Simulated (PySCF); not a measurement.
## NMR parameters from quadrupole coupling constants

Compound: C4H13NO2Si2.
Atom-mapped SMILES: `[CH3:1][Si@@H:2]([SiH3:3])[CH2:4][O:5][CH2:6][C:7]([NH2:8])=[O:9]` (hydrogens: H10, H11, H12 on C1; H13 on Si2; H14, H15, H16 on Si3; H17, H18 on C4; H19, H20 on C6; H21, H22 on N8)

Geometry (GFN2-xTB, Å), atoms numbered from 1 in this order:
```
atom  x, y, z in Å
C1    -2.6887   -1.4163    0.6327
Si2   -1.8148   -0.1141   -0.4467
Si3   -1.4647    1.8855    0.6710
C4    -0.0647   -0.7850   -0.8455
O5     0.6663   -0.5230    0.3460
C6     2.0199   -0.8988    0.2866
C7     2.8902    0.0692   -0.5212
N8     2.4280    1.3348   -0.5054
O9     3.9003   -0.2757   -1.0906
H10   -3.6764   -1.0803    0.9345
H11   -2.1175   -1.6137    1.5359
H12   -2.8102   -2.3611    0.1090
H13   -2.5369   -0.0357   -1.7330
H14   -2.7109    2.6291    0.8802
H15   -0.5794    2.7956   -0.0768
H16   -0.8458    1.7363    1.9910
H17    0.3989   -0.2758   -1.6989
H18   -0.0454   -1.8592   -1.0645
H19    2.3893   -0.8999    1.3178
H20    2.1385   -1.9086   -0.1270
H21    2.9318    2.0584   -0.9889
H22    1.5817    1.5577   -0.0078
```

Computed at PBE0/pcSseg-1 (PySCF, non-relativistic):

```csv
atom,environment,nucleus,spin I,Q (b),CQ = χzz (MHz),η
O5,ether oxygen,17O,5/2,-0.0256,-11.925,0.952
N8,amide nitrogen,14N,1,0.02044,-4.360,0.087
O9,amide oxygen,17O,5/2,-0.0256,9.692,0.043
```

**Question.** Which field gradients stand behind these couplings (CQ in MHz = 234.96 × Q in b × Vzz in au)?

**Answer.** The tensor is traceless, so η fixes the two smaller values:

```
atom  Vxx (au)  Vyy (au)  Vzz (au)  Vzz (10²¹ V/m²)
  O5    -0.047    -1.935     1.983            19.27
  N8     0.414     0.493    -0.908            -8.82
  O9     0.771     0.840    -1.611           -15.66
```

**Question.** PQ = |CQ|√(1 + η²/3), νQ = 3|CQ|/[2I(2I − 1)], ν0 = |g|·7.62259 MHz/T·B with g(17O) = −0.75752, g(14N) = 0.40376: values at 9.4 T?

**Answer.** 
```csv
atom,PQ (MHz),νQ (MHz),ν0 (MHz),νQ/ν0
O5,13.61,1.789,54.28,0.033
N8,4.366,6.540,28.93,0.226
O9,9.695,1.454,54.28,0.027
```

For O5: PQ = 11.93 × 1.1411, νQ = 11.93 × 0.1500, ν0 = 5.7742 MHz/T × 9.4 T.

**Question.** For half-integer spins with νQ below a tenth of ν0, find the second-order shift of the centre of gravity of the central transition at 9.4, 14.1 and 18.8 T.

**Answer.** From −(3/40)(PQ/ν0)²[I(I + 1) − 3/4]/[I(2I − 1)]², which goes as 1/B² (ppm):

```
     site  9.4 T  14.1 T  18.8 T
17O at O5   -377    -168   -94.3
17O at O9   -191   -85.1   -47.9
```

**Question.** In the extreme-narrowing limit, with isotropic tumbling and one correlation time, the quadrupolar linewidth goes as PQ². What relative widths follow for the 17O sites?

**Answer.** O5 1, O9 0.51, with O5 as 1.

The couplings are those of the rigid, isolated species; surroundings and motion change them. GFN2-xTB bond lengths can be off by several hundredths of an ångström, more for odd bonds, and the gradients follow them. The basis is small and wasn't made for field gradients, so the couplings can be 20 % off.

The run behind these numbers computed NMR shieldings as well. On one thread of an Arm Neoverse N1, no GPU (shared host), this took 98 s wall and 0.97 GiB of memory at its peak.

One conformer stands for the species.
